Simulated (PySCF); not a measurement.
**Ionisation energy of W³²⁺ by level of theory**

W³²⁺ [Kr] 4d6 [4d3/2^4 4d5/2^2, M_J = 4] → W³³⁺ [Kr] 4d5 [4d3/2^4 4d5/2^1, M_J = 5/2], as a difference of total energies. Calculation: PySCF 2.14, in an even-tempered Gaussian basis (17 s from 3.1 bohr⁻², ratio 2.8; 14 p from 4.1 bohr⁻², ratio 2.8; 9 d from 4.1 bohr⁻², ratio 2.8; 3 f from 17 bohr⁻², ratio 3); the two-component X2C-1e Hamiltonian. Correlated levels: [Ar] 3d10 frozen; the 92 highest virtual spinors dropped. "Screened" scales the spin-orbit matrix elements by Boettger's factors to mimic the two-electron term; Breit and QED terms are absent.

```json
{"method": "GHF (spin-free)", "ionisation energy (eV)": "1329.8"}
{"method": "GMP2 (spin-free)", "ionisation energy (eV)": "1330.3"}
{"method": "GHF (screened spin-orbit)", "ionisation energy (eV)": "1330.4"}
{"method": "GMP2 (screened spin-orbit)", "ionisation energy (eV)": "1330.4"}
```

Breit and QED terms and the two-electron picture change are absent.

The spin-free rows relax to the high-spin LS determinant and lack the spin-orbit shift.

The labels give the starting determinants; with spin-orbit coupling the two ends relaxed to ⟨J²⟩ = 20.02, ⟨L²⟩ = 11.57, ⟨S²⟩ = 3.37 and ⟨J²⟩ = 8.75, ⟨L²⟩ = 4.88, ⟨S²⟩ = 3.50.

For comparison: 1335.1 ± 1.4 eV (semi-empirical (NIST evaluation); NIST Atomic Spectra Database, ionization energies).
